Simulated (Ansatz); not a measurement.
def2 core potentials replace the inner electrons of Sb.

Cartesian coordinates (Å):
```xyz
12

C     -1.5578    -0.7516     0.0978
C     -0.5361     0.2175     0.6875
Sb     0.6502     1.2393    -0.8408
O      2.1758     1.3345     0.4646
O      1.1812    -0.4440    -1.7956
H     -2.0555    -1.3446     0.8831
H     -2.3477    -0.2228    -0.4615
H     -1.0787    -1.4521    -0.6044
H     -1.0089     0.9859     1.3209
H      0.2229    -0.2901     1.3055
H      2.9080     1.8526     0.1006
H      1.4467    -1.1247    -1.1578
```
Charge 0, multiplicity 1.

Problem. What is the computed HOMO–LUMO gap, HOMO, LUMO, total energy and dipole moment (CAM-B3LYP-D3(BJ)/def2-TZVP // B3LYP-D3(BJ)/def2-SVP in Ansatz, a quantum-chemistry and plane-wave program)?

Solution. 
```
Property             Result
-------------  ------------
HOMO–LUMO gap       8.49 eV
HOMO               -8.39 eV
LUMO                0.10 eV
total energy   -471.1620 Ha
dipole moment        1.45 D
```
